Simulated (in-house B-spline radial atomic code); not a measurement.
Radial electron density of V6+, [Ne] 3s2 3p5. Level of theory: scalar-relativistic (X2C) Hartree-Fock with fractional occupations, spin-polarised, spherical fractional occupations, Fermi nucleus of rms radius 3.6002 fm; calculated with a radial B-spline atomic code at the basis-set limit.

Caution: exact exchange at fractional occupations of open shells leaves self-interaction of up to several eV.

Columns: r (bohr), 4πr²n(r) (electrons per bohr), bar.

```
 0.00249   0.7036 #
 0.00296   0.9567 #
 0.00353    1.303 ##
 0.00421    1.768 ###
 0.00501    2.376 ####
 0.00597     3.18 #####
 0.00711    4.219 ######
 0.00847    5.547 ########
  0.0101    7.224 ###########
   0.012    9.233 ##############
  0.0143    11.66 #################
  0.0171    14.51 ######################
  0.0203     17.5 ##########################
  0.0242    20.64 ###############################
  0.0289    23.59 ###################################
  0.0344    25.91 #######################################
   0.041    27.29 #########################################
  0.0488    27.42 #########################################
  0.0582    26.27 #######################################
  0.0693    24.21 ####################################
  0.0826    22.01 #################################
  0.0984    20.74 ###############################
   0.117    21.22 ################################
    0.14     23.7 ###################################
   0.166       27 ########################################
   0.198    29.55 ############################################
   0.236    29.29 ############################################
   0.281    25.43 ######################################
   0.335    18.98 ############################
   0.399    12.54 ###################
   0.476    8.594 #############
   0.567    7.946 ############
   0.675     9.06 #############
   0.805    9.591 ##############
   0.959    8.236 ############
    1.14    5.548 ########
    1.36    2.815 ####
    1.62    1.059 ##
    1.93   0.2814 
     2.3  0.04992 
    2.74 0.005554 
    3.27 0.0003449
```

On this grid the curve has 3 maxima, near 0.0488, 0.198, 0.805 bohr.

The 3s down radial function P(r) = rR(r), positive near the nucleus:

```
r (bohr)        P
 0.00087  0.02527
 0.00123  0.03478
 0.00175  0.04799
 0.00249  0.06593
 0.00353  0.08968
 0.00501    0.121
 0.00711   0.1608
  0.0101   0.2095
  0.0143    0.264
  0.0203   0.3174
  0.0289   0.3532
   0.041   0.3427
  0.0582   0.2485
  0.0826  0.04031
   0.117  -0.2644
   0.166  -0.5543
   0.236   -0.606
   0.335  -0.2184
   0.476   0.5235
   0.675    1.122
   0.959      1.1
    1.36    0.597
    1.93    0.164
    2.74  0.01822
```
